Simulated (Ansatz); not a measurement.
CH3BClFO, SMILES `BC(O)(F)Cl`, relaxed with RKS PBE0-D4/def2-TZVP in Ansatz from a PBE-D4/def2-SVP geometry. The force threshold is 0.005 eV/Å; the program also tests the step.

Total charge 0; spin multiplicity 1.

Start:

```xyz
8

B    -0.368   -0.400   -0.833
C     0.380    0.573    0.125
O     0.118   -0.702    0.863
F    -0.267    1.578    0.758
Cl    2.112    0.897    0.095
H    -1.575   -0.294   -0.883
H     0.263   -1.132   -1.557
H    -0.663   -0.519    1.431
```

(1) How much energy does the relaxation release, and in how many steps? (Best estimate.)

(2) Which bonds change most? (Best estimate.)

(3) Give the relaxed structure. (Best estimate.)

Answers

(1) The calculation gave: 0.93 kcal/mol, in 12 steps, 2 of them rejected.

(2) Computed: C2–O3 from 1.496 to 1.458 Å; B1–H6 from 1.213 to 1.192 Å; B1–H7 from 1.208 to 1.187 Å.

(3) Computed: 
```xyz
8

B    -0.368   -0.388   -0.851
C     0.371    0.549    0.130
O     0.118   -0.684    0.867
F    -0.270    1.559    0.746
Cl    2.080    0.884    0.095
H    -1.554   -0.280   -0.898
H     0.258   -1.123   -1.542
H    -0.634   -0.517    1.452
```
